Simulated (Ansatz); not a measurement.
Relaxation of C2H9AlOSi (14 atoms, charge 0, multiplicity 1), to a largest force component of 0.02 eV/Å in at most 50 steps.

Level of theory: Ansatz 0.2.0, RKS LDA/def2-SVP.

```xyz
14
Properties=species:S:1:pos:R:3
C -1.663 0.838 1.345
Al 0.086 0.126 1.721
O 1.476 0.545 0.615
Si 1.593 -0.623 -0.631
C 0.241 -0.219 -1.941
H -1.651 1.550 0.436
H -2.033 1.480 2.206
H -2.385 0.071 1.133
H 0.297 -0.845 2.999
H 2.845 -0.619 -1.244
H 1.280 -1.992 -0.086
H -0.757 -0.270 -1.464
H 0.366 0.845 -2.311
H 0.293 -0.917 -2.749
```

Task: Where does it end, and by what steps?

Result: It converged. The force dipped under the threshold on the way, but the program's further checks kept it going. After 35 steps the energy has fallen by 0.710 eV; H8 moved furthest, 1.37 Å. Parted: Al2–Si4.

| step | energy less start (eV) | largest force component (eV/Å) | accepted |
| --- | --- | --- | --- |
| 0 | 0.0000 | 2.905 | yes |
| 2 | -0.4779 | 0.418 | yes |
| 4 | -0.5758 | 0.306 | yes |
| 6 | -0.6487 | 0.365 | yes |
| 8 | -0.6993 | 0.100 | yes |
| 10 | -0.6948 | 0.191 | no |
| 12 | -0.7013 | 0.155 | no |
| 14 | -0.7035 | 0.055 | yes |
| 16 | -0.7044 | 0.011 | yes |
| 18 | -0.7053 | 0.031 | yes |
| 20 | -0.7058 | 0.030 | yes |
| 22 | -0.7067 | 0.050 | yes |
| 24 | -0.7073 | 0.079 | yes |
| 26 | -0.7077 | 0.028 | yes |
| 28 | -0.7085 | 0.067 | yes |
| 30 | -0.7095 | 0.042 | yes |
| 32 | -0.7098 | 0.044 | yes |
| 34 | -0.7100 | 0.018 | yes |
| 35 | -0.7100 | 0.016 | yes |

```xyz
14
Properties=species:S:1:pos:R:3
C -1.872 1.044 1.846
Al -0.174 0.123 1.928
O 0.602 -0.360 0.494
Si 1.432 -0.849 -0.845
C 0.568 -0.300 -2.400
H -2.238 1.187 0.808
H -1.795 2.044 2.329
H -2.648 0.485 2.415
H 0.575 -0.226 3.296
H 2.824 -0.266 -0.810
H 1.548 -2.354 -0.836
H -0.455 -0.730 -2.460
H 0.483 0.806 -2.439
H 1.136 -0.634 -3.296
```

Time of the run: 70 s on 2 threads of Arm Neoverse V1, with other jobs on the host, peak memory 0.16 GiB.
